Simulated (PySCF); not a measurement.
# Two-component Hartree-Fock for Rh+ (rhodium, charge +1)

Start: [Kr] 4d7 5s1; 4d3/2 filled at m_j = +1/2, +3/2; 4d5/2 filled at m_j = -3/2, -1/2, +1/2, +3/2, +5/2; 5s1/2 filled at m_j = +1/2. Calculated with PySCF 2.14 in x2c-TZVPall-2c: generalised Hartree-Fock with the X2C-1e Hamiltonian and a Gaussian nucleus; one run each with spin-orbit coupling (SO) switched off, then screened by Boettger's factors. This is a chosen level, not necessarily the ground level.

```json
{"spinor shell": "1s1/2", "electrons": "2", "ε, spin-free (eV)": "-23354.3", "ε, screened SO (eV)": "-23352.6", "weight of nominal j (screened SO)": "1.000", "rms radius, screened SO (bohr)": "0.0374"}
{"spinor shell": "2s1/2", "electrons": "2", "ε, spin-free (eV)": "-3478.0", "ε, screened SO (eV)": "-3477.5", "weight of nominal j (screened SO)": "1.000", "rms radius, screened SO (bohr)": "0.154"}
{"spinor shell": "2p1/2", "electrons": "2", "ε, spin-free (eV)": "-3111.4", "ε, screened SO (eV)": "-3211.5", "weight of nominal j (screened SO)": "1.000", "rms radius, screened SO (bohr)": "0.134"}
{"spinor shell": "2p3/2", "electrons": "4", "ε, spin-free (eV)": "-3111.4", "ε, screened SO (eV)": "-3064.9", "weight of nominal j (screened SO)": "1.000", "rms radius, screened SO (bohr)": "0.138"}
{"spinor shell": "3s1/2", "electrons": "2", "ε, spin-free (eV)": "-666.63", "ε, screened SO (eV)": "-666.46", "weight of nominal j (screened SO)": "1.000", "rms radius, screened SO (bohr)": "0.415"}
{"spinor shell": "3p1/2", "electrons": "2", "ε, spin-free (eV)": "-542.96", "ε, screened SO (eV)": "-560.80", "weight of nominal j (screened SO)": "1.000", "rms radius, screened SO (bohr)": "0.411"}
{"spinor shell": "3d3/2", "electrons": "4", "ε, spin-free (eV)": "-345.53", "ε, screened SO (eV)": "-348.74", "weight of nominal j (screened SO)": "0.992", "rms radius, screened SO (bohr)": "0.401"}
{"spinor shell": "3d5/2", "electrons": "6", "ε, spin-free (eV)": "-345.53", "ε, screened SO (eV)": "-343.19", "weight of nominal j (screened SO)": "0.995", "rms radius, screened SO (bohr)": "0.405"}
{"spinor shell": "4s1/2", "electrons": "2", "ε, spin-free (eV)": "-112.98", "ε, screened SO (eV)": "-112.92", "weight of nominal j (screened SO)": "1.000", "rms radius, screened SO (bohr)": "1.05"}
{"spinor shell": "4p1/2", "electrons": "2", "ε, spin-free (eV)": "-75.249", "ε, screened SO (eV)": "-80.243", "weight of nominal j (screened SO)": "0.829", "rms radius, screened SO (bohr)": "1.15"}
{"spinor shell": "4p3/2", "electrons": "4", "ε, spin-free (eV)": "-75.249", "ε, screened SO (eV)": "-72.785", "weight of nominal j (screened SO)": "0.915", "rms radius, screened SO (bohr)": "1.16"}
{"spinor shell": "4d5/2", "electrons": "5", "ε, spin-free (eV)": "-23.615", "ε, screened SO (eV)": "-24.413", "weight of nominal j (screened SO)": "0.545", "rms radius, screened SO (bohr)": "1.59"}
{"spinor shell": "4d3/2", "electrons": "2", "ε, spin-free (eV)": "-23.615", "ε, screened SO (eV)": "-21.641", "weight of nominal j (screened SO)": "0.632", "rms radius, screened SO (bohr)": "1.60"}
{"spinor shell": "5s1/2", "electrons": "1", "ε, spin-free (eV)": "-15.002", "ε, screened SO (eV)": "-14.996", "weight of nominal j (screened SO)": "1.000", "rms radius, screened SO (bohr)": "3.13"}
```

Question: Where does 3p3/2 lie, and what is the 3p spin-orbit splitting (screened SO)?

Answer: At -534.54 eV, 26.259 eV above 3p1/2.

```csv
quantity,spin-free,screened SO
E (hartree),-4780.53526,-4781.28732
M_J,5,5
⟨J²⟩,30.007,30.007
⟨L²⟩,12.005,12.122
⟨S²⟩,6.001,5.960
```

Each row is a mean over spinors that exchange with the open shell spreads, by up to 8.783 eV (4p3/2).

Rows whose weight is well below 1 are mixtures of j = l ± 1/2: exchange outweighs spin-orbit coupling there, and the label is only the starting occupation.

Breit and QED terms are absent; they matter most for the inner s and p1/2 levels.

Densities and radii are taken from the X2C orbitals without a picture-change correction, which distorts them close to the nucleus.

Without spin-orbit coupling the j labels of p, d and f shells carry no meaning; the spin-free column gives the mean over the occupied spinors of each nl shell.
